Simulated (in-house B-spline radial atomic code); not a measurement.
**Response and correlation of Pd XXXVII (Pd36+)**

Closed shell [He] 2s2 2p6. Computed with an all-electron radial atomic-structure program (B-spline basis): Dirac-Hartree-Fock, relativistic RPA (time-dependent Dirac-Hartree-Fock) for the response and second-order many-body perturbation theory for correlation, no-pair Dirac-Coulomb Hamiltonian, finite nucleus.

```json
{"multipole (bohr³, bohr⁵, bohr⁷)": "dipole", "uncoupled": "0.00038885", "coupled RPA": "0.00039092"}
{"multipole (bohr³, bohr⁵, bohr⁷)": "quadrupole", "uncoupled": "1.0385e-05", "coupled RPA": "?"}
{"multipole (bohr³, bohr⁵, bohr⁷)": "octupole", "uncoupled": "4.2212e-07", "coupled RPA": "4.3413e-07"}
```

What is the coupled quadrupole polarisability?

1.0684e-05 atomic units, +3 % against the uncoupled value.

Which subshells carry the dipole polarisability?

2p3/2 59.7 %, 2p1/2 26.0 %, 2s1/2 14.2 %.

What does the dipole shielding factor come to?

The dipole shielding factor is 0.217, against the exact N/Z = 10/46 = 0.217 of the non-relativistic theorem.

Dipole polarisability at imaginary frequency:

| u (Eh) | α(iu) (bohr³) |
| --- | --- |
| 0 | 0.0003909 |
| 4.5 | 0.0003904 |
| 11.3 | 0.0003879 |
| 22.5 | 0.0003794 |
| 33.8 | 0.0003659 |
| 45 | 0.0003488 |
| 67.5 | 0.0003081 |
| 90 | 0.0002658 |
| 113 | 0.0002259 |
| 158 | 0.0001639 |
| 225 | 0.0001056 |
| 338 | 5.749e-05 |
| 450 | 3.575e-05 |
| 675 | 1.749e-05 |
| 1130 | 6.761e-06 |
| 2250 | 1.82e-06 |

What dispersion coefficients follow for two such ions (the dispersion part alone)?

C6 = (3/π)∫α(iu)²du = 1.538e-05 hartree·bohr⁶ and C8 = 2.208e-06 hartree·bohr⁸.

Lowest J = 1 odd-parity excitations:

| energy (eV) | oscillator strength | leading channel | weight |
| --- | --- | --- | --- |
| 2941.7 | 0.132 | 2p3/2 → s1/2 | 0.999 |
| 3105.6 | 0.0964 | 2p1/2 → s1/2 | 0.993 |
| 3145.5 | 7.61e-06 | 2p3/2 → d3/2 | 0.879 |
| 3182.4 | 1.97 | 2p3/2 → d5/2 | 0.863 |
| 3330.9 | 1.52 | 2p1/2 → d3/2 | 0.982 |
| 3432.7 | 0.115 | 2s1/2 → p1/2 | 0.989 |
| 3477.6 | 0.316 | 2s1/2 → p3/2 | 0.994 |
| 4009.6 | 0.0237 | 2p3/2 → s1/2 | 0.999 |

Second-order correlation energy by the highest angular momentum of the excited pair (hartree): s -0.01989, p -0.1358, d -0.1838, f -0.04964, g -0.01915, h -0.00719, i -0.003279, k -0.001692.

What is the second-order correlation energy at the partial-wave limit?

The listed waves sum to -0.4205 hartree; extrapolating the increments as (l + 1/2)⁻⁴ gives -0.42396 hartree, -1.15 eV per electron.
